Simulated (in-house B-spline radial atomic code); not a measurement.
A calculation on Os⁸⁺: its settings, and results tabulated from the run. All numbers are computed (scalar-relativistic (X2C) Hartree-Fock with fractional occupations, spin-polarised, spherical fractional occupations; Fermi nucleus of rms radius 5.4126 fm) with a B-spline radial code for spherical atoms, not measured.

Command:
```bash
python run_scf.py task.json out
```
Settings (nuclear radius in fm, mass in u):
```
Z                76
configuration    [Xe] 4f14
hamiltonian      x2c
method           hf,
spin_polarised   True
nucleus          fermi
rms_radius       5.4126
atomic_mass      191.96148
speed_of_light   137.035999084
```

Output (hartree, bohr):
```
 radial grid: 66 intervals, B-splines of order 8, outer radius 16.6667 bohr

 iter        energy (Eh)    residual
    1      -17219.206858    7.87e-01
    2      -17227.460252    7.33e-01
    3      -17235.351300    1.10e-01
    4      -17235.503688    3.61e-02
    5      -17235.514259    5.63e-03
    6      -17235.514632    3.98e-03
    7      -17235.514829    4.25e-04
    8      -17235.514831    1.23e-04
    9      -17235.514831    2.38e-06
   10      -17235.514831    5.92e-08

 total energy                    -17235.51483
 kinetic                           19575.8773
 electron-nucleus                 -42921.1239
 Hartree                            6445.5745
 exact exchange                     -335.8427

 orbital      occ     eigenvalue          <r>       <r^2>       <1/r>       r_max
 1s up      1.000     -2733.7670    0.0169106 0.000401991     99.7119     0.01007
 1s down    1.000     -2733.7670    0.0169106 0.000401991     99.7119     0.01007
 2s up      1.000      -485.0750    0.0740159  0.00654701     23.3557     0.06317
 2s down    1.000      -485.0750    0.0740159  0.00654701     23.3557     0.06317
 2p up      3.000      -424.3302    0.0667011  0.00545515     19.3286     0.05158
 2p down    3.000      -424.3302    0.0667011  0.00545515     19.3286     0.05158
 3s up      1.000      -118.6216     0.192915   0.0427082     8.41014      0.1786
 3s down    1.000      -118.6216     0.192915   0.0427082     8.41014      0.1786
 3p up      3.000      -100.3979     0.193421   0.0435066     7.34334      0.1769
 3p down    3.000      -100.3979     0.193421   0.0435066     7.34334      0.1769
 3d up      5.000       -79.2430     0.176196   0.0363907      6.8096      0.1444
 3d down    5.000       -79.2430     0.176196   0.0363907      6.8096      0.1444
 4s up      1.000       -29.7260     0.431858    0.210552     3.46977      0.4053
 4s down    1.000       -29.7260     0.431858    0.210552     3.46977      0.4053
 4p up      3.000       -23.6157     0.457761    0.238302     3.06553      0.4245
 4p down    3.000       -23.6157     0.457761    0.238302     3.06553      0.4245
 4d up      5.000       -15.7281     0.488671    0.276201      2.7099      0.4356
 4d down    5.000       -15.7281     0.488671    0.276201      2.7099      0.4356
 5s up      1.000        -8.1383     0.987105     1.08681     1.37756      0.9113
 5s down    1.000        -8.1383     0.987105     1.08681     1.37756      0.9113
 5p up      3.000        -6.3196       1.1021     1.35812     1.19392       1.008
 5p down    3.000        -6.3196       1.1021     1.35812     1.19392       1.008
 4f up      7.000        -6.9597     0.542932    0.357284     2.26721      0.4072
 4f down    7.000        -6.9597     0.542932    0.357284     2.26721      0.4072
```

Time taken, with all properties: 0.62 s on 1 thread of Arm Neoverse V1 (shared host).

One-electron X2C: radii and densities carry no picture-change correction, so inner-shell <1/r> comes out high (for 1s by about 2 % at Z = 33, 5 % at 54, 10 % at 75, 30 % at 118) and <r> low.
